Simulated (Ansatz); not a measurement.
Mulliken charges of `C1[SiH2][SnH2][S]1` from B3LYP/def2-TZVPP in Ansatz (PBE0-D4/def2-TZVP geometry).

```json
{"atom": "C1", "x (Å)": "-1.245", "y (Å)": "0.518", "z (Å)": "-0.496", "charge (e)": "-0.224"}
{"atom": "Si2", "x (Å)": "-0.387", "y (Å)": "-1.115", "z (Å)": "-0.070", "charge (e)": "0.131"}
{"atom": "Sn3", "x (Å)": "1.590", "y (Å)": "0.318", "z (Å)": "0.641", "charge (e)": "0.552"}
{"atom": "S4", "x (Å)": "0.126", "y (Å)": "1.723", "z (Å)": "-0.720", "charge (e)": "-0.340"}
{"atom": "H5", "x (Å)": "-1.825", "y (Å)": "0.472", "z (Å)": "-1.419", "charge (e)": "0.115"}
{"atom": "H6", "x (Å)": "-1.906", "y (Å)": "0.852", "z (Å)": "0.306", "charge (e)": "0.124"}
{"atom": "H7", "x (Å)": "-1.127", "y (Å)": "-2.015", "z (Å)": "0.859", "charge (e)": "-0.067"}
{"atom": "H8", "x (Å)": "-0.048", "y (Å)": "-1.875", "z (Å)": "-1.302", "charge (e)": "-0.051"}
{"atom": "H9", "x (Å)": "1.753", "y (Å)": "0.915", "z (Å)": "2.235", "charge (e)": "-0.123"}
{"atom": "H10", "x (Å)": "3.152", "y (Å)": "0.156", "z (Å)": "-0.030", "charge (e)": "-0.116"}
```

Q: By hand: the dipole of these point charges (1 e Å = 4.8032 D).

A: Σ q r = (0.114, -0.412, 0.313) e Å, of length 0.530 e Å = 2.55 D.

Q: How does the dipole of the full density compare? (Estimate.)

A: The calculation gave: (-0.080, -0.353, 0.179) e Å, 1.94 D; the point charges give 1.31 times that, at 26° from its direction.

Point charges leave out the atoms' own dipoles, such as those of lone pairs, and Mulliken's split depends on the basis, so the two needn't agree.

B3LYP here is the variant with VWN-RPA as its local correlation; programs differ in this.
